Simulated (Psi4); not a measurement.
AgCl, charge -1, doublet, at a GFN2-xTB geometry (such geometries of metal compounds can be far from the true shape) (the multiplicity is a formal guess) (core potentials on Ag) (a gas-phase anion, which may not be bound at this level). Base run: BLYP/def2-SV(P) (Psi4).

Geometry (Å):
```xyz
2

Ag     0.0000     0.0000    -0.7201
Cl     0.0000     0.0000     1.9909
```
Charge -1, spin multiplicity 2.
Orbitals are unrestricted.
All else is at Psi4's defaults (density fitting).
Base energy -607.04316 Eh.

Variants of this job, named by their change:

```
change                                        ΔE vs base (mEh)  SCF cycles  grid points  basis functions
--------------------------------------------  ----------------  ----------  -----------  ---------------
base                                                     0.000          10        42761               42
d_convergence = 1e-10                                    0.000          14        42761               42
scf_type = mem_df                                        0.000          10        42761               42
scf_type = disk_df                                       0.000          10        42761               42
dft_radial_scheme = multiexp                            -0.005          10        45084               42
soscf = true                                             0.000           7        42761               42
damping_percentage = 20                                  0.001          19        42761               42
dft_pruning_scheme = robust                              0.000          10        36043               42
e_convergence = 1e-4                                     0.000          10        42761               42
cholesky_tolerance = 1e-6 (with scf_type cd)             0.052          10        42761               42
puream = false                                          -7.658           9        42761               45
dft_radial_points = 50                                   0.085          10        28794               42
dft_pruning_scheme = treutler                            0.000          10        33139               42
```

Open shells are given as the SCF converged; they aren't shown to be the lowest states, and a large step between rows can be another state.

A gas-phase anion may not be bound at this level; its values then depend on the basis.
